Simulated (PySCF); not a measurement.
SMILES CS[SiH2][GeH3] at its GFN2-xTB optimised geometry (Å):

```
12

C      1.5903    -1.3318     0.0000
S     -0.2300    -1.3318     0.0000
Si    -0.5975     0.7789     0.0000
Ge     0.7079     1.8594    -1.6159
H      1.9057    -2.3680    -0.0602
H      1.9580    -0.7828    -0.8652
H      1.9571    -0.8865     0.9202
H     -2.0276     0.8629    -0.2517
H     -0.2767     1.2902     1.3353
H      1.0858     1.0516    -2.8226
H      0.0537     3.0778    -2.1872
H      2.0276     2.3680    -1.1106
```

Computed with PySCF with PBE/def2-TZVP.

Map of the deformation density (molecule minus spherical neutral atoms) (e/bohr³) on the plane z = 0.8 Å:

```
|0000000000000000000000000000000|
|0000000000000000000000000000000|
|0000000000000000000000000000000|
|0000000000000000000000000000000|
|0000000000000000000000000000000|
|0000000000000000000000000000000|
|0000000000000000000000000000000|
|0000000000000000000000000000000|
|0000000000000000000000000000000|
|0000000000001111100000000000000|
|0000000000001342100000000000000|
|0000000000002453100000000000000|
|0000000000001343100000000000000|
|0000000000000121000000000000000|
|0000000000000000000000000000000|
|0000000000000010000000000000000|
|0000000000000111000000000000000|
|0000000000001111000013200000000|
|0000000000001121000149710000000|
|0000000000001221000137510000000|
|0000000000011221100012200000000|
|0000000000011221000000000000000|
|0000000000011111000000000000000|
|0000000000001110000000000000000|
|0000000000000000000000000000000|
|0000000000000000000000000000000|
|0000000000000000000000000000000|
|0000000000000000000000000000000|
|0000000000000000000000000000000|
|0000000000000000000000000000000|
|0000000000000000000000000000000|
```
Scale: ten equal steps from -0.011 (start of '0') to 0.100 (end of '9'), in the order '0123456789'; x runs from -4.50 to 4.50, y from -4.50 (bottom) to 4.50 (top).
